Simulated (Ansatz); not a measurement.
Cost and result for the atomization energy of `CN[CH2][GeH3]` (13 atoms, 12 bonds).

```xyz
13

C    -0.3091    0.8965   -1.8217
N     0.3104    0.6013   -0.5479
C    -0.4251   -0.3711    0.2307
Ge    0.4662   -0.7013    1.9491
H    -1.2709    1.3887   -1.6528
H    -0.4969    0.0040   -2.4417
H     0.3202    1.5854   -2.3891
H     1.2604    0.2847   -0.6934
H    -1.4195    0.0309    0.4519
H    -0.5861   -1.3315   -0.2897
H     0.4075    0.5490    2.8398
H     1.9439   -1.0548    1.6870
H    -0.2009   -1.8818    2.6778
```

Charge 0, multiplicity 1. Correlated methods include outer-core shells of Ge, which these sets cover unevenly. Scalar relativity is left out up to krypton. The geometry is a stationary point of PBE0-D4/def2-TZVP. It is one conformer, not always the lowest. Program: Ansatz. All runs use 4 threads of an Arm Neoverse V1 on a shared host. Times are those of one run each, without the atoms' runs, and a repeat can differ threefold. Electronic energies, without spin–orbit coupling; frozen cores. CCSD(T)/CBS adds CCSD(T) − MP2 in def2-TZVPP to the MP2 limit, and its time is that of the two runs behind it. T1 = 0.010. With those shells the extrapolation isn't a true limit. B3LYP takes the VWN-RPA correlation (the form of Gaussian; ORCA's B3LYP/G).

CCSD(T)/CBS is a level of theory with its own doubt, some kJ/mol a heavy atom from the limit and from the frozen cores, so smaller differences don't rank the functionals.

```
                             level  functions  wall time
   PBE-D4/def2-TZVPP (with forces)        267      3.1 s
                PBE0-D4/def2-TZVPP        267      4.1 s
r2SCAN-D4/def2-TZVPP (with forces)        267      6.5 s
 B3LYP-D4/def2-TZVPP (with forces)        267      6.5 s
                 B2PLYP/def2-TZVPP        267      7.5 s
                ωB97X-V/def2-TZVPP        267       11 s
  ωB97M-V/def2-TZVPP (with forces)        267       16 s
                    MP2/def2-QZVPP        530       37 s
                CCSD(T)/def2-TZVPP        267    5.4 min
                 CCSD(T)/CBS(def2)          –      6 min
```

What atomization energy does each give, and how far from CCSD(T)/CBS? (Estimate.)

Computed: 
```tsv
level	atomization (kcal/mol)	difference from CCSD(T)/CBS	per bond
PBE-D4/def2-TZVPP (with forces)	1060.3	10.3	0.9
PBE0-D4/def2-TZVPP	1047.5	-2.5	-0.2
r2SCAN-D4/def2-TZVPP (with forces)	1046.4	-3.6	-0.3
B3LYP-D4/def2-TZVPP (with forces)	1049.5	-0.5	0.0
B2PLYP/def2-TZVPP	1037.0	-13.0	-1.1
ωB97X-V/def2-TZVPP	1053.2	3.2	0.3
ωB97M-V/def2-TZVPP (with forces)	1048.6	-1.4	-0.1
MP2/def2-QZVPP	1040.7	-9.3	-0.8
CCSD(T)/def2-TZVPP	1026.5	-23.5	-2.0
CCSD(T)/CBS(def2)	1050.0	0.0	0.0
```

From PBE to PBE0 (25 % exact exchange), in def2-TZVPP and without D4, the atomization energy moves by −11.9 kcal/mol: exact exchange takes away binding that semilocal exchange gives to molecules. The D4 term adds +8.5 kcal/mol with B3LYP and +4.5 kcal/mol with PBE0; it sums over pairs of atoms, weighted by their polarisabilities, and B3LYP, whose exchange is more repulsive, gets the larger term. In def2-TZVPP, CCSD(T) changes the Hartree–Fock value by +267.5 kcal/mol (the triples alone add +12.5 kcal/mol) and MP2 by +268.0 kcal/mol; breaking electron pairs costs correlation energy, which Hartree–Fock lacks.
